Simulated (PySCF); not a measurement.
C₂H₆F₂Si, SMILES C[SiH2]C(F)F.

Geometry optimised at PBE-D3(BJ)/def2-SVP. One conformer was computed; it need not be the lowest.

All values below come from PBE-D3(BJ)/def2-SVP (PySCF 2.14.0).

Frequencies are harmonic and unscaled.

```csv
mode,ν (cm⁻¹),IR (km/mol),moving atoms (share of kinetic energy)
1,68,0.7,"F 50 %, C 23 %, H 21 %"
2,127,4.2,"C 40 %, F 28 %, H 23 %, Si 9 %"
3,130,0.2,H 93 %
4,215,0.8,"F 55 %, H 24 %, C 11 %, Si 10 %"
5,349,14.1,"Si 44 %, F 40 %, H 12 %"
6,483,8.7,"H 89 %, Si 9 %"
7,521,6.1,"F 68 %, C 20 %, H 12 %"
8,607,18.5,"H 43 %, C 32 %, F 13 %, Si 12 %"
9,642,27.1,H 85 %
10,676,1.3,"C 48 %, H 38 %, Si 14 %"
11,763,26.0,"H 46 %, C 36 %, Si 17 %"
12,854,19.9,"H 76 %, C 18 %"
13,872,162.6,"H 72 %, Si 17 %, C 11 %"
14,912,71.9,H 95 %
15,1027,145.7,"C 60 %, F 34 %"
16,1077,79.9,"C 54 %, F 36 %, H 9 %"
17,1215,15.4,"H 79 %, C 21 %"
18,1272,37.1,"H 70 %, C 27 %"
19,1311,4.2,"H 89 %, C 8 %"
20,1379,4.3,H 96 %
21,1387,4.9,H 96 %
22,2165,81.3,H 98 %
23,2172,117.3,H 96 %
24,2946,47.7,H 92 %
25,2985,1.3,H 97 %
26,3088,0.6,"H 91 %, C 9 %"
27,3092,0.8,"H 91 %, C 9 %"
```
